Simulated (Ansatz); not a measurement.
Reaction (redistribution): `[NH]=[Nb]([NH2])([OH])[F]` + `O[SiH](O)[NH][GeH3]` → `[NH]=[Nb]([NH2])([OH])[OH]` + `O[SiH](F)[NH][GeH3]`

Isolated molecules relaxed with PBE0-D4/def2-TZVP in Ansatz; ΔE leaves out vibrations. CCSD(T)/CBS is the MP2 limit (def2-TZVPP, def2-QZVPP) plus CCSD(T) − MP2 in def2-TZVPP, frozen cores. Functionals use def2-TZVPP. B3LYP here is the variant with VWN-RPA as its local correlation; programs differ in this. def2 core potentials past Kr. For Ge, Nb outer-core shells are correlated without core-valence functions, which leaves a few kJ/mol of doubt a bond. Scalar relativity is left out up to krypton. Each species was taken in one conformer, which may not be the lowest.

Question: Is it downhill or uphill in electronic energy at CCSD(T)/CBS, and by how much? (An estimate is asked.)

Answer: Ansatz gave: Downhill: ΔE = -6.1 kJ/mol.

Question: What do these levels give: B2PLYP, PBE, PBE0, B3LYP, MP2/def2-QZVPP, SCS-MP2/def2-QZVPP? (An estimate is asked.)

Answer: Computed: B2PLYP -3.4, PBE 1.6, PBE0 -0.1, B3LYP -1.8, MP2/def2-QZVPP -7.2, SCS-MP2/def2-QZVPP -6.4 kJ/mol.

Largest T1 diagnostic among the species: 0.021, so the coupled-cluster value is less sure than usual.
